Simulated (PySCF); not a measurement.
Ga(F)2(Me) (CH3F2Ga), SMILES [CH3][Ga]([F])[F].

Geometry optimised at PBE0-D3(BJ)/def2-SVP.

Method: PBE0/def2-TZVPD run with PySCF.

Symmetry labels are those of the subgroup Cs that the program uses (full group Cs).

Computed valence orbital energies around the gap with their symmetry:
```csv
orbital,symmetry,energy (eV)
HOMO−7,A",-12.39
HOMO−6,A',-12.21
HOMO−5,A",-11.64
HOMO−4,A',-11.45
HOMO−3,A',-11.30
HOMO−2,A",-10.92
HOMO−1,A",-10.72
HOMO,A',-9.65
LUMO,A',-1.10
LUMO+1,A',-0.75
LUMO+2,A',0.74
LUMO+3,A",1.17
```
